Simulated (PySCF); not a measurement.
# From computed data to an observable: chemical shift, span and skew from a shielding tensor

F₂GeH₂S₂, SMILES [F][Ge]([F])([SH])[SH]. Atoms are numbered in the order given.

```xyz
7

F     -0.1273    -1.3594    -1.3202
Ge     0.0000     0.0000    -0.2660
F      0.1273     1.3594    -1.3202
S     -1.8400     0.0075     0.9010
S      1.8400    -0.0075     0.9010
H     -1.3752     0.9712     1.7217
H      1.3752    -0.9712     1.7217
```

Geometry: ωB97X-D3(BJ)/def2-SVP. The structure was generated by enumeration, and PubChem lists no compound with its InChIKey, so it may never have been made. One conformer was computed; it need not be the lowest.

GIAO shieldings from PBE/pcSseg-1 in PySCF, non-relativistic, no solvent. The symmetric part of the tensor of F1 has the principal values 180.4, 233.6, 342.8 ppm. The same nucleus in CFCl3 has σ = 133.6 ppm at this level (PySCF, at its B3LYP-D3(BJ)/def2-TZVP geometry).

Problem. Work out the isotropic shielding, the ¹⁹F shift against CFCl3, the span and the skew.

Solution. 
σ(iso) = (σ11 + σ22 + σ33)/3 = 252.3 ppm. δ = σ(ref) − σ(iso) = 133.6 − (252.3) = -118.7 ppm.
Span Ω = σ33 − σ11 = 162.4 ppm. Skew κ = 3(σ(iso) − σ22)/Ω = 0.34. Tumbling in solution averages the tensor to δ; in a static solid the shielding alone would spread this spin-1/2 line over Ω.
